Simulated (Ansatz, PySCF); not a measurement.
System: CsF, net charge 0, singlet state. 
Coordinates optimised at B3LYP-D3(BJ)/def2-TZVP (Ansatz, a first-principles code):
```
Cs
F 1 2.4039
```
Charge 0, spin multiplicity 1.

Dipole moments at this geometry, in debye (magnitudes).

```json
[
 {"level": "BLYP/def2-TZVPD", "program": "PySCF", "dipole (D)": "7.84"},
 {"level": "M06-L/def2-TZVPD", "program": "PySCF", "dipole (D)": "8.04"},
 {"level": "r2SCAN/def2-TZVPD", "program": "Ansatz", "dipole (D)": "8.02"},
 {"level": "PBE0/def2-TZVPD", "program": "Ansatz", "dipole (D)": "8.11"},
 {"level": "wB97M-V/def2-TZVPD", "program": "Ansatz", "dipole (D)": "8.30"},
 {"level": "CCSD(T)/def2-SVPD", "program": "Ansatz", "dipole (D)": "…"}
]
```

**Question.** Some entries are withheld; supply them.

**Answer.** 
- CCSD(T)/def2-SVPD, dipole (D): 8.79
